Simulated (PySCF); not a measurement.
PySCF input for Sn(Cl)3(SeH) (Cl₃HSeSn), SMILES [Cl][Sn]([Cl])([Cl])[SeH], C-PCM-M06-2X/def2-SVP. Geometry optimised at B3LYP-D3(BJ)/def2-SVP. The structure was generated by enumeration; whether it is a known compound was not checked. The def2 effective core potentials stand for the cores of Sn; spin–orbit coupling is left out. One conformer was computed; it need not be the lowest.

```python
import numpy as np
from pyscf import gto, scf, dft
from pyscf.solvent import pcm

mol = gto.M(
    atom='''
    Cl   -1.49581001    0.62923741    1.90726054
    Sn   -0.31682407    0.08648666   -0.04987931
    Cl   -0.24620568    2.00531321   -1.40581020
    Cl   -1.58463264   -1.55718347   -1.14626810
    Se    2.05451924   -0.68153477    0.40410632
    H     2.54057129    0.53260818   -0.28374683
    ''',
    basis='def2-SVP',
    ecp={'Sn': 'def2-svp'},
    charge=0,
    spin=0,
    max_memory=1600,
    verbose=3,
)
mf = dft.RKS(mol, xc='m06-2x').density_fit(auxbasis='def2-universal-jkfit')
mf.grids.level = 4
mf.conv_tol = 1e-9
mf.max_cycle = 100
mf.kernel()
res = {}
for name, eps in {'water': 78.355, 'tetrahydrofuran': 7.4257, 'chloroform': 4.7113}.items():
    s = mf.PCM()
    s.with_solvent.method, s.with_solvent.eps, s.with_solvent.lebedev_order = 'C-PCM', eps, 29
    s.kernel(mf.make_rdm1())
    res[name] = (s.e_tot, eps, s.dip_moment(), s.mo_energy, s.converged)
    print(f'{name}: electrostatic solvation free energy {(s.e_tot - mf.e_tot) * 627.509474:.3f} kcal/mol')
```

Log of the run:

```
converged SCF energy = -3996.41930732501

WARN: PCM is an experimental feature. It is still in testing.
Features and APIs may be changed in the future.

converged SCF energy = -3996.42658710795
Dipole moment(X, Y, Z, Debye):  2.90079,  0.01007,  0.02297
water: electrostatic solvation free energy -4.568 kcal/mol

WARN: PCM is an experimental feature. It is still in testing.
Features and APIs may be changed in the future.

converged SCF energy = -3996.42557594739
Dipole moment(X, Y, Z, Debye):  2.77383, -0.00491,  0.03065
tetrahydrofuran: electrostatic solvation free energy -3.934 kcal/mol

WARN: PCM is an experimental feature. It is still in testing.
Features and APIs may be changed in the future.

converged SCF energy = -3996.4249520177
Dipole moment(X, Y, Z, Debye):  2.69828, -0.01345,  0.03500
chloroform: electrostatic solvation free energy -3.542 kcal/mol
```

The calculation finished and met its thresholds.
